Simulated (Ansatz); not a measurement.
`O=C1CCCSC1`, relaxed with RKS PBE-D4/def2-SVP in Ansatz 0.2.0 from a rough embedded geometry. The force threshold is 0.03 eV/Å; the program also tests the step.

Total charge 0; spin multiplicity 1.

Start:

```xyz
15

O     0.403    0.932    2.364
C     0.109    0.231    1.432
C     1.121   -0.298    0.439
C     0.892    0.324   -0.945
C    -0.491   -0.004   -1.482
S    -1.786    0.712   -0.422
C    -1.316   -0.149    1.118
H     1.023   -1.384    0.371
H     2.123   -0.053    0.793
H     1.004    1.408   -0.874
H     1.648   -0.051   -1.639
H    -0.655   -1.081   -1.539
H    -0.644    0.434   -2.467
H    -1.434   -1.221    0.957
H    -1.996    0.201    1.893
```

```json
{"step": "1", "energy (eV)": "-18175.5916", "largest force (eV/Å)": "1.150", "largest move (Å)": "0.000"}
{"step": "2", "energy (eV)": "-18175.6803", "largest force (eV/Å)": "0.220", "largest move (Å)": "0.048"}
{"step": "3", "energy (eV)": "-18175.6888", "largest force (eV/Å)": "0.378", "largest move (Å)": "0.044"}
{"step": "4", "energy (eV)": "-18175.6929", "largest force (eV/Å)": "0.152", "largest move (Å)": "0.023"}
{"step": "5", "energy (eV)": "-18175.6957", "largest force (eV/Å)": "0.026", "largest move (Å)": "0.054"}
{"step": "6", "energy (eV)": "-18175.6967", "largest force (eV/Å)": "0.047", "largest move (Å)": "0.054"}
{"step": "7", "energy (eV)": "-18175.6969", "largest force (eV/Å)": "0.017", "largest move (Å)": "0.014"}
```

End:

```xyz
15

O     0.401    0.772    2.501
C     0.104    0.198    1.467
C     1.143   -0.243    0.441
C     0.898    0.309   -0.978
C    -0.505    0.002   -1.500
S    -1.809    0.731   -0.444
C    -1.344   -0.130    1.114
H     1.114   -1.357    0.404
H     2.138    0.057    0.823
H     1.046    1.409   -0.972
H     1.655   -0.116   -1.673
H    -0.675   -1.095   -1.584
H    -0.665    0.439   -2.506
H    -1.494   -1.225    0.993
H    -2.009    0.250    1.913
```

Run time 21 s (2 threads of an AMD EPYC 7R13 on a shared host); peak host memory 0.21 GiB.
